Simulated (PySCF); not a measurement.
## Field gradients at the hydrogen positions

C7H8FP.
Cartesian coordinates in Å at the GFN2-xTB level; atoms count from 1:
```
atom  x, y, z in Å
C1    -2.4757    0.3585   -0.5112
C2    -1.6768   -0.7448    0.1834
C3    -0.2025   -0.4656    0.0715
C4     0.4106    0.3183    1.0310
C5     1.7462    0.6862    1.0104
C6     2.6098    0.2996    0.0001
C7     2.1877   -0.4815   -1.0521
F8     3.1136   -0.8066   -1.9899
P9     0.5957   -1.1207   -1.3366
H10   -3.5414    0.1535   -0.4465
H11   -2.1950    0.4183   -1.5613
H12   -2.2758    1.3218   -0.0470
H13   -1.9695   -0.7979    1.2342
H14   -1.9109   -1.7024   -0.2870
H15   -0.1976    0.6651    1.8576
H16    2.1301    1.2999    1.8119
H17    3.6447    0.6105    0.0217
```

Level: PBE0/pcSseg-1 (PySCF, non-relativistic); Q(2H) = 0.00286 b; rigid geometry, the same for H and D, with no vibrational averaging.

Question: Rank these positions by the coupling χzz of a deuteron there, largest first.
A. H14 (methylene hydrogen)
B. H12 (methyl hydrogen)
C. H17 (aromatic hydrogen)

Answer: C (218 kHz), B (211 kHz), A (201 kHz).

Tabulate Vzz, the asymmetry η and χzz = 234.96 MHz × Q × Vzz for every hydrogen position.

| atom | bonded to | bond length (Å) | Vzz (au) | η | χzz (kHz) |
| --- | --- | --- | --- | --- | --- |
| H10 | C1 | 1.087 | 0.3164 | 0.02 | 213 |
| H11 | C1 | 1.089 | 0.3102 | 0.03 | 208 |
| H12 | C1 | 1.088 | 0.3135 | 0.03 | 211 |
| H13 | C2 | 1.092 | 0.3028 | 0.03 | 203 |
| H14 | C2 | 1.092 | 0.2996 | 0.03 | 201 |
| H15 | C4 | 1.083 | 0.3195 | 0.08 | 215 |
| H16 | C5 | 1.080 | 0.3248 | 0.06 | 218 |
| H17 | C6 | 1.081 | 0.3246 | 0.07 | 218 |

How does χzz go with the bond length over the 8 C–H bonds?

A straight-line fit has a slope of -12.9 kHz for each 0.01 Å, with a correlation coefficient of -0.97, over lengths from 1.080 to 1.092 Å. The longer bonds have the smaller couplings here.

A static deuteron (I = 1) shows a doublet split by (3/2)χ, (3/4)χ(1 + η) and (3/4)χ(1 − η) with the field along z, y and x of the gradient. What are these for H17?

With |χ| = 218.1 kHz and η = 0.068: 327, 175 and 152 kHz, to first order and without motion.

The structure is a single GFN2-xTB conformer in the gas phase; no vibrational or solvent corrections. GFN2-xTB bond lengths can be off by several hundredths of an ångström, more for odd bonds, and the gradients follow them. The small basis limits the accuracy of the gradients.
